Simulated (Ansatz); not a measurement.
Born–Oppenheimer molecular dynamics of a periodic cell of 36 atoms, H6C2O (contents 4 CH3CH2OH, density as packed 0.72 g/cm³ with natural masses). It goes on from the last frame of an earlier run, with new velocities.

Method: Ansatz 0.2.0, DFT PBE-D3(BJ), scalar-relativistic, plane waves, PAW. Settings: accuracy low, cutoff 420 eV, k mesh 1x1x1, fermi-dirac smearing 0.02 eV, no spin polarisation.

```yaml
ensemble: NVE (velocity Verlet)
time_step: 0.5 fs
steps_asked: 400
starting_velocities_drawn_for: 1500 K
seed: 350910
```

Frames 2.5 fs apart, positions in Å, forces in eV/Å.

Velocities at 85.0 fs (Å/ps):

```
C -0.09 -3.38 5.83
C -5.24 -7.64 -0.16
O 6.25 -7.57 -5.99
H 96.29 -38.95 10.42
H -66.08 27.64 -33.46
H -17.74 25.09 -37.82
H -59.06 77.35 19.58
H -14.44 35.32 7.46
H 4.84 -51.88 -27.31
C -15.40 4.70 4.86
C 2.74 -1.79 -4.06
O 12.04 14.40 15.77
H -38.76 28.23 6.43
H -9.88 -23.30 -37.58
H 6.17 34.82 -19.80
H 34.82 -37.90 23.18
H 60.98 -1.37 33.97
H 41.90 -11.77 -14.57
C 4.56 5.38 -5.62
C 6.45 9.05 -2.23
O 2.84 -5.37 2.80
H -19.38 -3.55 -9.64
H 19.55 41.98 12.22
H 3.48 25.14 -19.41
H -32.18 4.86 -6.03
H -64.64 40.28 12.60
H -8.93 -49.12 -30.45
C -14.86 0.55 1.34
C -11.78 -10.16 8.83
O 12.09 -5.28 -5.80
H 26.68 -31.61 12.58
H -20.73 28.67 -39.45
H 3.36 -57.29 -1.86
H -68.51 -14.15 -41.32
H 9.61 13.00 -26.15
H -14.03 38.28 -5.73
```

```xyz
36
Lattice="7.5291 0.0000 0.0000 0.0000 7.5291 0.0000 0.0000 0.0000 7.5291" Properties=species:S:1:pos:R:3:forces:R:3 time_fs=85.0 energy_less_start_eV=0.940 T=1292
C 2.067 4.913 5.045 -0.49 -1.64 -0.17
C 3.446 4.595 4.522 0.57 -3.15 0.31
O 4.140 3.181 4.823 -0.06 -0.03 1.49
H 4.551 2.915 5.744 -1.47 1.69 -1.93
H 3.450 4.353 3.398 0.34 1.48 1.46
H 4.027 5.275 5.093 1.71 1.10 -0.68
H 1.838 4.499 6.020 0.41 -0.54 0.66
H 1.950 5.983 5.279 -0.12 -0.14 -0.95
H 1.364 4.368 4.390 -0.44 1.00 0.07
C 7.294 3.659 2.247 -0.27 -0.99 -3.80
C 7.484 5.170 1.802 -3.19 -0.61 0.39
O 6.368 6.030 2.554 2.26 -0.50 -3.48
H 6.307 5.535 3.344 -0.34 -0.95 1.75
H 8.441 5.473 2.061 1.96 1.16 1.03
H 7.414 5.419 0.685 -0.49 -0.61 1.46
H 8.118 2.943 2.488 0.54 1.16 -0.61
H 6.675 3.451 3.078 -1.40 0.49 1.05
H 6.773 3.137 1.313 0.64 0.71 1.81
C -0.343 7.165 5.155 2.29 -2.90 2.67
C 0.575 8.075 5.952 -1.56 2.18 -1.47
O 0.360 8.074 7.371 1.71 -1.42 -1.48
H -0.200 8.787 7.603 -1.06 1.40 0.36
H 1.557 8.051 5.524 1.90 -1.72 1.15
H 0.567 9.056 5.434 -1.37 1.03 0.91
H -0.311 6.271 5.967 -0.91 1.18 -1.98
H -1.331 7.475 4.890 -0.72 0.37 0.02
H 0.233 6.767 4.299 -0.61 0.32 0.06
C 3.348 0.643 0.930 1.53 -1.44 -0.95
C 3.634 1.813 1.786 3.43 -0.97 2.01
O 2.617 1.958 2.680 -2.43 0.26 2.25
H 2.497 1.194 3.328 0.81 1.15 -1.33
H 4.610 2.060 2.260 0.26 -1.20 0.52
H 3.702 2.564 1.075 -0.85 2.54 -1.36
H 2.546 1.255 0.605 -2.21 -1.45 -1.57
H 4.085 0.604 0.029 -0.98 -0.56 1.47
H 3.069 -0.354 1.473 0.62 1.62 -1.14
36
Lattice="7.5291 0.0000 0.0000 0.0000 7.5291 0.0000 0.0000 0.0000 7.5291" Properties=species:S:1:pos:R:3:forces:R:3 time_fs=87.5 energy_less_start_eV=1.760 T=1112
C 2.064 4.902 5.059 -2.15 -0.76 -0.01
C 3.434 4.569 4.522 1.13 -1.43 0.55
O 4.156 3.162 4.811 0.50 0.06 1.65
H 4.734 2.877 5.696 -2.42 2.22 -2.61
H 3.301 4.458 3.368 0.95 0.50 1.94
H 4.032 5.365 4.978 1.00 -0.08 -0.88
H 1.706 4.670 6.086 0.89 -0.92 -0.09
H 1.915 6.047 5.260 0.30 -1.68 -1.64
H 1.374 4.280 4.340 0.29 1.88 1.33
C 7.259 3.667 2.249 2.62 -1.82 -1.94
C 7.481 5.165 1.793 -2.34 0.09 1.07
O 6.402 6.065 2.587 1.90 -1.30 -2.00
H 6.202 5.576 3.406 0.17 -0.19 -0.33
H 8.483 5.452 2.002 1.03 0.80 0.99
H 7.412 5.482 0.685 -0.72 -0.95 1.50
H 8.200 2.903 2.520 -1.10 2.47 -1.09
H 6.779 3.461 3.195 -1.32 0.50 0.02
H 6.887 3.127 1.331 -0.59 0.17 1.21
C -0.329 7.172 5.145 -0.90 -1.39 0.64
C 0.588 8.104 5.942 -0.24 2.39 -2.07
O 0.369 8.059 7.375 -0.42 1.13 -1.21
H -0.264 8.798 7.585 0.70 -0.91 -0.12
H 1.651 8.105 5.589 0.12 -1.44 1.15
H 0.536 9.135 5.419 -0.99 -0.41 1.39
H -0.415 6.316 5.899 -0.44 0.51 -0.93
H -1.468 7.572 4.929 2.81 -0.78 0.34
H 0.184 6.666 4.239 -1.07 1.38 1.12
C 3.313 0.644 0.928 -0.08 2.15 -4.01
C 3.613 1.785 1.810 3.48 0.17 -2.28
O 2.642 1.945 2.672 -3.76 0.01 4.17
H 2.586 1.161 3.313 0.33 1.45 -1.16
H 4.580 2.094 2.186 1.29 -1.30 1.11
H 3.682 2.506 1.024 -1.08 2.02 -0.52
H 2.348 1.163 0.475 1.41 -2.06 0.47
H 4.073 0.619 0.016 -1.27 -0.67 1.81
H 3.048 -0.237 1.435 -0.04 -1.80 0.40
36
Lattice="7.5291 0.0000 0.0000 0.0000 7.5291 0.0000 0.0000 0.0000 7.5291" Properties=species:S:1:pos:R:3:forces:R:3 time_fs=90.0 energy_less_start_eV=1.256 T=1223
C 2.051 4.886 5.072 -1.74 -0.34 1.29
C 3.429 4.536 4.525 2.36 0.79 1.83
O 4.173 3.143 4.805 -2.65 1.62 -2.34
H 4.787 2.964 5.510 0.28 1.22 1.20
H 3.206 4.592 3.444 1.02 -0.67 0.17
H 4.095 5.448 4.814 -0.31 -1.70 -0.47
H 1.627 4.787 6.147 1.30 -1.04 -1.05
H 1.895 6.019 5.148 0.43 -1.23 -1.38
H 1.395 4.298 4.361 -0.26 1.17 0.98
C 7.235 3.667 2.244 3.46 0.21 2.54
C 7.468 5.159 1.790 0.38 0.66 3.63
O 6.444 6.095 2.612 0.94 -2.12 -0.35
H 6.109 5.604 3.453 1.00 0.58 -2.19
H 8.580 5.476 2.000 -1.79 -0.20 0.30
H 7.369 5.493 0.764 -0.78 -0.48 -0.41
H 8.222 3.002 2.491 -1.10 1.99 -0.73
H 6.806 3.500 3.309 -0.49 0.49 -2.09
H 6.964 3.119 1.410 -1.99 -1.45 -1.33
C -0.318 7.173 5.139 -1.46 1.64 -0.49
C 0.600 8.144 5.923 0.80 1.09 -1.09
O 0.378 8.048 7.375 -1.10 1.49 -1.33
H -0.296 8.767 7.563 0.90 -1.15 0.03
H 1.752 8.076 5.719 -1.64 -0.66 0.48
H 0.449 9.194 5.483 -0.17 -0.90 0.98
H -0.546 6.383 5.783 -0.24 -1.63 1.51
H -1.452 7.628 4.985 2.76 -0.70 -0.13
H 0.077 6.642 4.237 -0.29 1.30 0.35
C 3.278 0.653 0.908 -1.91 1.36 -2.66
C 3.609 1.759 1.824 3.20 2.83 -5.85
O 2.653 1.933 2.678 -3.57 2.57 2.51
H 2.693 1.197 3.244 -0.29 -1.57 1.80
H 4.616 2.050 2.172 0.42 -1.23 0.52
H 3.602 2.563 0.947 -0.45 -0.04 1.73
H 2.221 0.958 0.368 2.49 -0.68 1.41
H 3.994 0.594 0.100 0.48 -0.72 -0.22
H 3.028 -0.215 1.416 0.00 -2.49 0.87
36
Lattice="7.5291 0.0000 0.0000 0.0000 7.5291 0.0000 0.0000 0.0000 7.5291" Properties=species:S:1:pos:R:3:forces:R:3 time_fs=92.5 energy_less_start_eV=0.321 T=1428
C 2.030 4.869 5.093 1.03 -0.07 2.26
C 3.434 4.506 4.537 2.31 1.07 2.09
O 4.180 3.131 4.790 -4.47 1.93 -3.24
H 4.868 3.130 5.394 2.08 1.07 2.32
H 3.170 4.689 3.527 0.46 -1.32 -1.82
H 4.145 5.438 4.626 -0.54 -1.76 0.77
H 1.623 4.843 6.151 1.04 -0.87 -0.61
H 1.900 5.927 4.955 0.26 0.76 -0.73
H 1.394 4.378 4.433 -1.80 -0.97 -0.84
C 7.228 3.667 2.248 1.10 1.44 0.86
C 7.456 5.157 1.804 0.37 0.69 4.32
O 6.489 6.118 2.635 1.29 -1.08 -1.81
H 6.069 5.657 3.386 0.37 -0.49 -0.55
H 8.582 5.493 2.018 -2.13 -0.47 -0.03
H 7.279 5.476 0.821 -0.60 -0.03 -1.62
H 8.188 3.213 2.421 1.12 -0.08 0.16
H 6.799 3.567 3.309 -0.36 0.07 -1.80
H 6.933 3.041 1.431 -1.48 -0.43 -0.22
C -0.315 7.181 5.133 -0.23 1.23 2.28
C 0.615 8.188 5.898 0.62 -1.78 1.08
O 0.382 8.042 7.369 0.53 -0.47 -1.66
H -0.287 8.680 7.547 -1.14 0.85 0.71
H 1.763 8.008 5.875 -1.68 0.25 -0.71
H 0.349 9.208 5.602 0.39 0.12 -0.10
H -0.688 6.370 5.741 0.65 -0.70 1.14
H -1.285 7.648 5.032 -0.40 0.78 -0.80
H -0.044 6.689 4.249 0.89 0.18 -1.59
C 3.233 0.668 0.876 -2.45 -3.12 1.55
C 3.621 1.745 1.810 1.23 3.57 -5.24
O 2.651 1.928 2.694 -1.94 0.67 2.79
H 2.785 1.165 3.261 -0.62 -0.27 1.02
H 4.676 1.934 2.188 -0.73 -0.96 -0.24
H 3.496 2.625 0.964 0.52 -0.75 1.97
H 2.232 0.714 0.338 1.08 1.04 0.95
H 3.949 0.524 0.168 2.37 -0.86 -2.15
H 3.013 -0.321 1.440 0.85 0.75 -0.50
36
Lattice="7.5291 0.0000 0.0000 0.0000 7.5291 0.0000 0.0000 0.0000 7.5291" Properties=species:S:1:pos:R:3:forces:R:3 time_fs=95.0 energy_less_start_eV=0.713 T=1343
C 2.013 4.851 5.123 2.01 0.44 -1.48
C 3.451 4.480 4.558 0.07 0.06 -0.50
O 4.172 3.126 4.765 1.41 3.02 1.70
H 5.032 3.346 5.389 -3.14 -0.52 -2.04
H 3.163 4.708 3.519 0.24 -1.73 -0.76
H 4.168 5.330 4.483 0.24 -0.33 1.69
H 1.678 4.850 6.128 0.17 -0.23 1.35
H 1.921 5.867 4.720 0.17 0.46 0.46
H 1.300 4.410 4.469 -0.82 -1.25 -0.21
C 7.226 3.675 2.256 -0.68 0.83 -2.99
C 7.444 5.158 1.838 -2.82 1.16 0.55
O 6.540 6.137 2.651 2.12 0.07 -3.05
H 6.044 5.678 3.290 -1.03 -1.55 1.24
H 8.468 5.484 2.036 0.08 0.08 0.06
H 7.158 5.451 0.800 0.39 -0.49 0.44
H 8.221 3.421 2.358 2.25 -1.60 0.60
H 6.768 3.637 3.214 -0.82 -0.43 0.81
H 6.818 2.940 1.440 0.15 1.50 1.54
C -0.311 7.193 5.137 1.83 -1.79 2.70
C 0.632 8.225 5.878 -1.29 -3.14 2.39
O 0.388 8.035 7.358 -0.23 -0.01 -0.73
H -0.330 8.628 7.567 -0.61 0.25 0.47
H 1.684 7.953 5.991 0.38 0.63 -1.54
H 0.272 9.226 5.717 0.77 0.67 -0.87
H -0.790 6.319 5.763 1.67 1.22 -0.30
H -1.152 7.721 5.033 -3.71 2.40 -0.99
H -0.119 6.755 4.182 0.92 0.23 -0.69
C 3.180 0.668 0.850 4.52 -5.01 1.41
C 3.639 1.749 1.771 -1.32 2.14 -2.45
O 2.641 1.927 2.720 0.19 -2.08 3.29
H 2.839 1.118 3.335 -1.05 2.00 -0.89
H 4.697 1.762 2.193 -1.01 -0.33 -0.66
H 3.420 2.647 1.092 1.19 -0.19 0.72
H 2.294 0.527 0.356 -2.54 1.55 -1.05
H 4.016 0.411 0.135 -0.52 0.14 0.33
H 3.043 -0.394 1.440 0.83 1.80 -0.55
36
Lattice="7.5291 0.0000 0.0000 0.0000 7.5291 0.0000 0.0000 0.0000 7.5291" Properties=species:S:1:pos:R:3:forces:R:3 time_fs=97.5 energy_less_start_eV=1.468 T=1177
C 2.006 4.836 5.145 0.86 0.70 -4.49
C 3.467 4.455 4.577 -2.37 -1.41 -2.69
O 4.168 3.132 4.745 2.22 3.55 2.25
H 5.035 3.534 5.284 -2.98 -2.00 -1.73
H 3.171 4.627 3.467 0.23 -1.43 0.75
H 4.206 5.205 4.435 0.98 1.35 1.63
H 1.747 4.843 6.173 0.01 0.36 1.13
H 1.951 5.830 4.515 -0.04 -0.81 2.06
H 1.161 4.372 4.497 1.43 -0.33 1.35
C 7.223 3.686 2.251 2.12 0.13 -2.22
C 7.418 5.165 1.875 -5.50 0.66 -2.22
O 6.597 6.155 2.657 -0.74 -1.84 -0.14
H 5.979 5.628 3.243 0.78 0.64 -0.89
H 8.368 5.484 2.058 2.93 0.87 0.17
H 7.058 5.399 0.797 1.09 -0.41 1.23
H 8.359 3.542 2.328 -1.63 -1.63 0.50
H 6.692 3.683 3.158 -0.41 -0.58 1.67
H 6.708 2.921 1.529 0.95 1.69 0.94
C -0.302 7.200 5.153 -1.99 1.27 -0.53
C 0.643 8.246 5.870 -3.56 -2.04 2.52
O 0.393 8.028 7.344 -2.16 1.21 0.58
H -0.404 8.589 7.613 1.30 -1.12 -0.40
H 1.629 7.932 6.018 2.28 0.43 -1.56
H 0.242 9.276 5.782 1.32 -0.26 -1.09
H -0.798 6.332 5.773 1.54 1.46 -0.58
H -1.191 7.904 4.982 0.37 -1.04 0.01
H -0.141 6.835 4.081 0.53 0.59 1.53
C 3.146 0.645 0.830 4.76 -4.36 -0.35
C 3.651 1.762 1.719 -2.61 -1.54 0.79
O 2.632 1.918 2.759 0.74 -0.98 1.10
H 2.835 1.173 3.370 -0.52 0.60 -0.06
H 4.662 1.571 2.160 -0.51 0.42 -0.58
H 3.411 2.667 1.257 1.06 1.99 -1.38
H 2.234 0.430 0.327 -1.06 1.66 -0.36
H 4.062 0.304 0.110 -1.81 0.91 0.98
H 3.122 -0.366 1.411 0.37 1.26 0.07
```

Of the whole run (200 fs, mean temperature of the second half 1343 K): The conserved energy stayed within 0.4 meV per atom of its start (net change -0.066 meV per atom), so the integration is sound. A run of 0.2 ps of so small a system gives no equilibrium averages. Limits of this set-up: coarse k mesh, low accuracy level.

The run took 12 min on 1 thread of Arm Neoverse V2, with other jobs on the host, peak memory 0.46 GiB.
